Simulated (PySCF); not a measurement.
2-methylidene-3H-selenophene (C5H6Se), SMILES C=C1CC=C[Se]1. The structure is a stationary point at PBE-D3(BJ)/def2-SVP. The values are those of a single conformer.

Give the equilibrium geometry at PBE-D3(BJ)/def2-SVP (PySCF confirms it by a frequency run) as a Z-matrix, and its point group. (The exact figures need the calculation; the answer reports its results.)

Several could match; the one computed here: point group Cs.
```
C
H 1 1.1141
H 1 1.1141 2 105.42
C 1 1.5040 2 110.70 3 119.75
C 4 1.3473 1 117.01 2 121.74
H 5 1.0990 4 126.34 1 180.00
H 4 1.1010 5 122.21 6 0.00
C 1 1.5240 2 109.79 3 -118.20
C 8 1.3473 1 126.14 2 57.73
H 9 1.0997 8 122.53 1 180.00
H 9 1.1018 10 117.31 8 180.00
Se 5 1.9063 6 119.13 4 180.00
```
Charge 0, spin multiplicity 1.
